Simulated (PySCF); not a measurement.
B(GeH3)(H)2 (BGeH₅), SMILES [BH2][GeH3].

Geometry: ωB97X-D3(BJ)/def2-TZVP.

The numbers are results of HF/def2-TZVPD (PySCF), not measurements.

Symmetry labels are those of the subgroup Cs that the program uses (full group Cs).

Computed valence orbital energies around the gap with their symmetry:
```tsv
orbital	symmetry	energy (eV)
HOMO−7	A"	-43.88
HOMO−6	A'	-43.87
HOMO−5	A'	-20.50
HOMO−4	A'	-17.90
HOMO−3	A"	-14.01
HOMO−2	A'	-12.66
HOMO−1	A"	-12.38
HOMO	A'	-11.16
LUMO	A'	1.04
LUMO+1	A'	1.36
LUMO+2	A'	2.35
LUMO+3	A'	3.36
```
